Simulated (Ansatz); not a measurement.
Cost and result for the atomization energy of CHBrINSi, SMILES `Br[Si]1(I)C=N1` (6 atoms, 6 bonds).

Total charge 0; spin multiplicity 1. Correlated methods include outer-core shells of Br, I, which these sets cover unevenly. Scalar relativity is left out up to krypton. I: def2 effective core potential. Geometry: relaxed with PBE0-D4/def2-TZVP. Program: Ansatz. All runs use 4 threads of a server CPU on a shared host. Times are those of one run each, without the atoms' runs, and a repeat can differ threefold. Electronic energies, without spin–orbit coupling; frozen cores. CCSD(T)/CBS adds CCSD(T) − MP2 in def2-TZVPP to the MP2 limit, and its time is that of the two runs behind it. T1 = 0.011. With those shells the extrapolation isn't a true limit. HSE06 is the plane-wave form, built on full-range PBE exchange.

CCSD(T)/CBS is a level of theory with its own doubt, some kJ/mol a heavy atom from the limit and from the frozen cores, so smaller differences don't rank the functionals.

```json
{"level": "LDA (SPW92)/def2-TZVPP", "functions": "216", "wall time": "1.4 s", "atomization (kcal/mol)": "579.7", "difference from CCSD(T)/CBS": "90.3", "per bond": "15.0"}
{"level": "BLYP-D4/def2-TZVPP", "functions": "216", "wall time": "1.7 s", "atomization (kcal/mol)": "487.9", "difference from CCSD(T)/CBS": "-1.5", "per bond": "-0.2"}
{"level": "BHLYP-D4/def2-TZVPP", "functions": "216", "wall time": "2.9 s", "atomization (kcal/mol)": "459.1", "difference from CCSD(T)/CBS": "-30.3", "per bond": "-5.1"}
{"level": "HSE06-D4/def2-TZVPP", "functions": "216", "wall time": "3.1 s", "atomization (kcal/mol)": "493.8", "difference from CCSD(T)/CBS": "4.4", "per bond": "0.7"}
{"level": "CAM-B3LYP-D4/def2-TZVPP", "functions": "216", "wall time": "3.2 s", "atomization (kcal/mol)": "480.7", "difference from CCSD(T)/CBS": "-8.7", "per bond": "-1.5"}
{"level": "r2SCAN-D4/def2-TZVPP (with forces)", "functions": "216", "wall time": "4 s", "atomization (kcal/mol)": "490.4", "difference from CCSD(T)/CBS": "1.0", "per bond": "0.2"}
{"level": "CCSD(T)/def2-SVP", "functions": "109", "wall time": "7 s", "atomization (kcal/mol)": "436.7", "difference from CCSD(T)/CBS": "-52.7", "per bond": "-8.8"}
{"level": "ωB97X-V/def2-TZVPP", "functions": "216", "wall time": "7.5 s", "atomization (kcal/mol)": "489.0", "difference from CCSD(T)/CBS": "-0.4", "per bond": "-0.1"}
{"level": "B97M-V/def2-TZVPP", "functions": "216", "wall time": "8 s", "atomization (kcal/mol)": "488.5", "difference from CCSD(T)/CBS": "-0.9", "per bond": "-0.2"}
{"level": "ωB97M-V/def2-TZVPP (with forces)", "functions": "216", "wall time": "11 s", "atomization (kcal/mol)": "486.6", "difference from CCSD(T)/CBS": "-2.8", "per bond": "-0.5"}
{"level": "MP2/def2-QZVPP", "functions": "385", "wall time": "15 s", "atomization (kcal/mol)": "504.1", "difference from CCSD(T)/CBS": "14.7", "per bond": "2.4"}
{"level": "CCSD(T)/def2-TZVPP", "functions": "216", "wall time": "2.4 min", "atomization (kcal/mol)": "465.4", "difference from CCSD(T)/CBS": "-24.0", "per bond": "-4.0"}
{"level": "CCSD(T)/CBS(def2)", "functions": "–", "wall time": "2.6 min", "atomization (kcal/mol)": "489.4", "difference from CCSD(T)/CBS": "0.0", "per bond": "0.0"}
```

At CCSD(T), def2-SVP lies −52.7 kcal/mol from the extrapolated value and def2-TZVPP −23.9 kcal/mol: correlation converges slowly with the basis, and small sets miss more of it in the bonded molecule than in its fragments. Leaving LDA and LC-ωPBE aside and taking each functional with its dispersion term where it has one, the values, not all of them listed here, spread over 52.0 kcal/mol, from BHLYP-D4 to PBE-D4. LDA lies +74.3 kcal/mol from PBE without D4, its usual overbinding. In def2-TZVPP, CCSD(T) changes the Hartree–Fock value by +161.3 kcal/mol (the triples alone add +16.3 kcal/mol) and MP2 by +185.7 kcal/mol; breaking electron pairs costs correlation energy, which Hartree–Fock lacks.

Spin–orbit coupling would lower the free I atoms strongly, and the atomization energy with them, by more than many differences here.
